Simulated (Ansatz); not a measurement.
`C[SiH2][NH][ZnH]`, charge 0, multiplicity 1.

Q: Give a relaxed structure at PBE0-D4/def2-TZVP (Ansatz). (Best estimate.)

A: Ansatz gave: 
```xyz
11

C    -0.8408    0.5226   -1.0757
Si    0.0509   -0.9935   -0.4385
N     0.8349   -0.5852    1.0303
Zn    0.8190    1.0380    1.8592
H    -1.5972    0.8702   -0.3659
H    -1.3529    0.2968   -2.0145
H    -0.1448    1.3434   -1.2718
H     1.0116   -1.4645   -1.4831
H    -0.9399   -2.1001   -0.2652
H     1.3579   -1.3234    1.4803
H     0.8013    2.3956    2.5451
```
Point group Cs.
This is one stationary point; other conformers may exist.
